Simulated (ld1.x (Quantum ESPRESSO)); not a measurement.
## What one change does to a pseudopotential (Sn (Z = 50), ultrasoft)

```json
{"Element": "tin", "Generator": "ld1.x (Quantum ESPRESSO) 7.5", "Type": "ultrasoft", "Functional": "PBE", "Relativity": "fully relativistic", "Frozen core": "[Kr] 4d10", "Valence charge": "4", "Reference configuration": "5s2 5p0 (charge +2)", "Partial waves": "5s (bound): rcut 1.80, rcutus 2.05 bohr; 5s channel at -0.95 Ry: rcut 1.80, rcutus 2.05 bohr; 5p (bound, empty): rcut 2.15, rcutus 2.50 bohr; 5p channel at 0.95 Ry: rcut 2.15, rcutus 2.50 bohr; 5d channel at -0.15 Ry: rcut 1.60, rcutus 2.05 bohr", "Local potential": "all-electron potential smoothed inside 1.95 bohr (lloc = -2)", "Core correction": "a·sin(br)/r model core, default radius (core density twice the valence density)", "Augmentation charge": "PSQ, inside the norm-conserving radii"}
```

Open shells are filled in proportion to 2j + 1 (rel_dist='average').

Change: waves 5s (bound): rcut 1.80, rcutus 2.28 bohr; 5s channel at -0.95 Ry: rcut 1.80, rcutus 2.28 bohr.

Cutoffs: the cutoffs (Ry, on a coarse ladder) from which the occupation-weighted sum of valence levels, in a spherical-Bessel basis at the reference potential, stays within 10 and 1 mRy of its value at 400 Ry; they do not see the model core or the augmentation charge, which bear on the density cutoff. Errors are all-electron minus pseudo energies relative to the spin-unpolarised reference configuration.

Problem. Predict the effect on cutoff, ghosts and configuration errors.

Solution. Both files are very soft, the changed one slightly softer (loose and tight cutoff 8 and 12 Ry → 6 and 8 Ry on this coarse ladder); of the 7 tests that both files solve, the error grows in 0 and shrinks in 2 by more than 15 % and 0.3 meV (median size 27.0 → 27.1 meV); neither file shows a bound ghost.

```csv
quantity,base,changed
"cutoff, loose",8 Ry,6 Ry
"cutoff, tight",12 Ry,8 Ry
bound ghosts,none,none
"error for 5s2 5p2, meV [ΔE -20.86 eV]",-62,-63
"error for 5s2 5p1, meV [ΔE -13.97 eV]",-27,-27
"error for 5s1 5p0, meV [ΔE 30.97 eV]",-128,-123
"error for 5s2 5p1.5, meV [ΔE -18.24 eV]",-47,-47
"error for 5s1 5p2, meV [ΔE -6.34 eV]",-3.0,-2.5
"error for 5s1 5p3, meV [ΔE -13.90 eV]",-18,-18
"error for 5s0 5p4, meV [ΔE -6.71 eV]",-3.9,-0.6
s: phases at 2.70 bohr within 0.05 rad from the reference energy up to (Ry; the scan ends near 5),2.2,2.1
p1/2: phases at 2.70 bohr within 0.05 rad from the reference energy up to (Ry; the scan ends near 5),3.1,3.1
p3/2: phases at 2.70 bohr within 0.05 rad from the reference energy up to (Ry; the scan ends near 5),3.3,3.3
d3/2: phases at 2.70 bohr within 0.05 rad from the reference energy up to (Ry; the scan ends near 5),0.3,0.3
d5/2: phases at 2.70 bohr within 0.05 rad from the reference energy up to (Ry; the scan ends near 5),0.2,0.2
lowest overlap eigenvalue by channel,"s 0.43, p1/2 0.55, p3/2 0.55, d3/2 1.00, d5/2 1.00","s 0.38, p1/2 0.55, p3/2 0.55, d3/2 1.00, d5/2 1.00"
```
